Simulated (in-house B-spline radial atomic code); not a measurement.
Values are calculated unless marked as measured or tabulated.
## Building a PAW d channel for Ga, r_c = 1.3 bohr

Ga, [Ar] 3d10 4s2 4p1, non-relativistic PBE, spherical and spin-unpolarised, from a B-spline radial code for spherical atoms (atomic units; all potentials screened as in the neutral atom).

Two all-electron partial waves φ1, φ2 are integrated outwards at E1 = ε(3d) = -0.726692 and E2 = E1 + 1 hartree; φ1 is the bound orbital and φ2 has unit norm inside r_c = 1.2962 bohr. Smooth partners are polynomials, r^3(a0 + a1 r² + a2 r⁴ + a3 r⁶), matched to φ and three derivatives at r_c, with no condition on the norm. The local potential is -14.3408 + (20.5847) r² + (-12.4946) r⁴ + (2.80524) r⁶ inside 1.0613 bohr and the all-electron one outside.

```json
{"wave": "1", "φ(r_c)": "0.5526781", "φ'(r_c)": "-0.6618309", "a0": "2.879842", "a1": "-3.473011", "a2": "1.547983", "a3": "-0.2447212"}
{"wave": "2", "φ(r_c)": "0.3718159", "φ'(r_c)": "2.62992", "a0": "-2.938939", "a1": "4.285171", "a2": "-1.982748", "a3": "0.3177427"}
```

Inside r_c the overlaps are <φi φj> = [[0.87471, -0.84979], [-0.84979, 1.00000]] and, for the smooth waves, [[0.28945, -0.12121], [-0.12121, 0.10040]]. With χj = (Ej − T − V_local) applied to smooth wave j, the program's quadrature gives the matrix B_ij = <smooth i, χj> as [[-0.71172, 1.08023], [0.35166, -0.56886]].

**Question.** Check the match of the first wave, and find the augmentation charges q_ij.

**Answer.** At r_c the four terms are 6.27169, -12.70768, 9.51635, -2.52767, which sum to 0.5527, φ1(r_c) to rounding. q_ij is the all-electron overlap less the smooth one: [[0.58526, -0.72857], [-0.72857, 0.89960]]. The smooth first wave has a norm of 0.2894 inside r_c against 0.8747, and q11 > 0 puts back the missing charge.

**Question.** B isn't symmetric. Show that D_ij = B_ij + Ej q_ij is.

**Answer.** Integrating by parts gives B12 − B21 = (E1 − E2) q12: 1.08023 − (0.35166) = 0.72857, and −1 × (-0.72857) = 0.72857. So D12 = 1.08023 + (0.273308)(-0.72857) = 0.88110 and D21 = 0.35166 + (-0.726692)(-0.72857) = 0.88111; D11 = -1.13702, D22 = -0.32299. The projectors, p = (B⁻¹)ᵀ χ, are dual to the smooth waves; det B = 0.025.

Solving (T + V_local + Σ p D p) ψ = E (1 + Σ p q p) ψ in a sphere of 9 bohr gives these levels:

| all-electron | one projector | two projectors |
| --- | --- | --- |
| -0.726692 | -0.726691 | -0.726691 |
| 0.097954 | 0.099954 | 0.097954 |
| 0.335537 | 0.345747 | 0.335537 |
| 0.718955 | 0.746974 | 0.718969 |
| 1.239510 | 1.299700 | 1.239670 |

**Question.** What does the second projector gain?

**Answer.** With one projector the errors are 0.00, +2.00, +10.21, +28.02, +60.19 millihartree. With two the errors are 0.00, 0.00, 0.00, +0.01, +0.16 millihartree. The scattering is exact at E1 and at E2 = 0.273, and over all levels compared the largest error is 0.16 millihartree. The lowest eigenvalue of the overlap operator is 1 with one and 0.9399 with two projectors. The smooth orbital alone needs a cutoff of 39.8 hartree for 1 millihartree of kinetic energy, against 77.4 for a norm-conserving Troullier-Martins orbital of the same radius; part of the gain comes from giving up the norm, part from the simpler form.
